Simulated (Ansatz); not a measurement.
The same hydrogenolysis along the group B, Al, Ga, In.

Program: Ansatz. Geometries: PBE0-D4/def2-TZVP. ΔE: electronic, gas phase. CCSD(T)/CBS is the MP2 limit (def2-TZVPP, def2-QZVPP) plus CCSD(T) − MP2 in def2-TZVPP, frozen cores. This one scheme is used for every species. DFT in def2-TZVPP. Elements past krypton have def2 core potentials. For Ga, In outer-core shells are correlated without core-valence functions, which leaves a few kJ/mol of doubt a bond. Scalar relativity is left out up to krypton. Each species was taken in one conformer, which may not be the lowest.

```tsv
reaction	B2PLYP (kJ/mol)
`NB(Cl)Cl` + H₂ → `ClBCl` + NH₃	101
`[NH2][Al]([Cl])[Cl]` + H₂ → `[Cl][AlH][Cl]` + NH₃	73
`[NH2][Ga]([Cl])[Cl]` + H₂ → `[Cl][GaH][Cl]` + NH₃	17
`[NH2][In]([Cl])[Cl]` + H₂ → `[Cl][InH][Cl]` + NH₃	-17
```

Question: Give the CCSD(T)/CBS values in the same order. (An estimate is asked.)

Answer: Ansatz gave: 101, 75, 23, -11 kJ/mol.

Largest T1 diagnostic: 0.013, for `[NH2][In]([Cl])[Cl]`.
